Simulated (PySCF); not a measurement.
**Simulated absorption spectrum**

C4H6N2O2SSi.
InChI=1S/C4H6N2O2SSi/c1-8-3(7)2-4(10)9-6-5-2/h1,10H3

The calculation used TDDFT CAM-B3LYP/def2-SVPD, vertical, gas phase, core orbitals frozen in the response (PySCF). Geometry: PBE0-D3(BJ)/def2-SVP, one conformer, isolated molecule. Torsions of this conformer, `[CH3:1][O:2][C:3](=[O:4])[c:5]1[n:6][n:7][s:8][c:9]1[SiH3:10]`: C1–O2–C3–O4 0°, O2–C3–C5–N6 0°.

Each state is given a Gaussian of 0.5 eV full width at half maximum, with ε(max) = 2.175×10⁸ f / Δν̃ (Δν̃ the width in cm⁻¹). The width is an assumption, not a result. The curve ends short of the highest state used, and states not computed would add to its high-energy end.

```json
{"E (eV)": "3.34", "ε (L mol⁻¹ cm⁻¹)": "0"}
{"E (eV)": "3.44", "ε (L mol⁻¹ cm⁻¹)": "0"}
{"E (eV)": "3.54", "ε (L mol⁻¹ cm⁻¹)": "2"}
{"E (eV)": "3.64", "ε (L mol⁻¹ cm⁻¹)": "5"}
{"E (eV)": "3.74", "ε (L mol⁻¹ cm⁻¹)": "12"}
{"E (eV)": "3.84", "ε (L mol⁻¹ cm⁻¹)": "23"}
{"E (eV)": "3.94", "ε (L mol⁻¹ cm⁻¹)": "35"}
{"E (eV)": "4.04", "ε (L mol⁻¹ cm⁻¹)": "44"}
{"E (eV)": "4.14", "ε (L mol⁻¹ cm⁻¹)": "43"}
{"E (eV)": "4.24", "ε (L mol⁻¹ cm⁻¹)": "35"}
{"E (eV)": "4.34", "ε (L mol⁻¹ cm⁻¹)": "24"}
{"E (eV)": "4.44", "ε (L mol⁻¹ cm⁻¹)": "21"}
{"E (eV)": "4.54", "ε (L mol⁻¹ cm⁻¹)": "48"}
{"E (eV)": "4.64", "ε (L mol⁻¹ cm⁻¹)": "161"}
{"E (eV)": "4.74", "ε (L mol⁻¹ cm⁻¹)": "470"}
{"E (eV)": "4.84", "ε (L mol⁻¹ cm⁻¹)": "1108"}
{"E (eV)": "4.94", "ε (L mol⁻¹ cm⁻¹)": "2094"}
{"E (eV)": "5.04", "ε (L mol⁻¹ cm⁻¹)": "3178"}
{"E (eV)": "5.14", "ε (L mol⁻¹ cm⁻¹)": "3874"}
{"E (eV)": "5.24", "ε (L mol⁻¹ cm⁻¹)": "3811"}
{"E (eV)": "5.34", "ε (L mol⁻¹ cm⁻¹)": "3075"}
{"E (eV)": "5.44", "ε (L mol⁻¹ cm⁻¹)": "2183"}
{"E (eV)": "5.54", "ε (L mol⁻¹ cm⁻¹)": "1696"}
{"E (eV)": "5.64", "ε (L mol⁻¹ cm⁻¹)": "1866"}
{"E (eV)": "5.74", "ε (L mol⁻¹ cm⁻¹)": "2517"}
{"E (eV)": "5.84", "ε (L mol⁻¹ cm⁻¹)": "3203"}
{"E (eV)": "5.94", "ε (L mol⁻¹ cm⁻¹)": "3599"}
{"E (eV)": "6.04", "ε (L mol⁻¹ cm⁻¹)": "3940"}
{"E (eV)": "6.14", "ε (L mol⁻¹ cm⁻¹)": "5103"}
{"E (eV)": "6.24", "ε (L mol⁻¹ cm⁻¹)": "8048"}
```

Task: Locate the maxima and give the states behind the curve.

Result: 303 nm (4.09 eV), ε about 45, made up of S1 (100%); 239 nm (5.18 eV), ε about 3900, made up of S2 (96%) (ε in L mol⁻¹ cm⁻¹; maxima over ε = 5, shares over 10%). At its high-energy end, 6.24 eV, the curve is still rising (ε about 8000, from S5, S8 and S9). The states used: S1 4.09 eV (f 0.0008); S2 5.18 eV (f 0.070); S3 5.26 eV (f 0.0016); S4 5.38 eV (f 0.0018); S5 5.91 eV (f 0.060); S6 6.29 eV (f 0.0001); S7 6.32 eV (f 0.0007); S8 6.46 eV (f 0.101); S9 6.60 eV (f 0.312); S10 6.84 eV (f 0.0004).

Task: What would ε be at 5.18 eV, the highest of these maxima, with half the width (0.25 eV)?

Result: About 7750 L mol⁻¹ cm⁻¹ against 3950, a factor of about 1.96; a lone state at its own centre would give exactly 2.

Task: Coming from long wavelengths, where does ε first pass 100 L mol⁻¹ cm⁻¹?

Result: At about 269 nm (4.60 eV), 0.51 eV above S1.

Task: Does any computed singlet lie in the visible range?

Result: No computed singlet lies in the visible range (380 to 750 nm); the lowest, at 303 nm, stands 0.83 eV above its violet end (3.26 eV).

The vertical ionisation energy (ΔSCF) is 9.87 eV, 3.03 eV above S10.
